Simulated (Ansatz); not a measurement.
Frontier orbitals of Cl3F2Ta (`[F][Ta]([F])([Cl])([Cl])[Cl]`).

```xyz
6

F     0.6185    1.6438    0.7446
Ta   -0.0155    0.0765   -0.0001
F    -1.3063    1.1405   -0.8463
Cl   -1.6598   -1.1349    0.9929
Cl    1.6561   -1.0654    1.1320
Cl    0.7071   -0.6605   -2.0230
```

Total charge 0; spin multiplicity 1. Correlated methods include outer-core shells of Ta, which these sets cover unevenly. Ta: def2 effective core potential. Geometry: relaxed with PBE0-D4/def2-TZVP. Basis def2-TZVPP, Ansatz 0.2.0.

Orbital energies of one run (eV). Highest occupied ones, from the top: -8.98, -9.10, -9.85, -9.87, -10.30, -10.33, -10.54, -11.18, -11.63, -11.89, -12.50, -13.00, -13.21, -13.32. Empty: -3.77, -3.38, -2.96, -2.77, -0.31, 0.81.

Question: Which functional gave them?
A. PBE
B. r2SCANh
C. revPBE
D. PBE0

Answer: B. HOMO energies: r2SCANh -8.98, PBE0 -9.48, revPBE -8.01, PBE -8.08 eV.
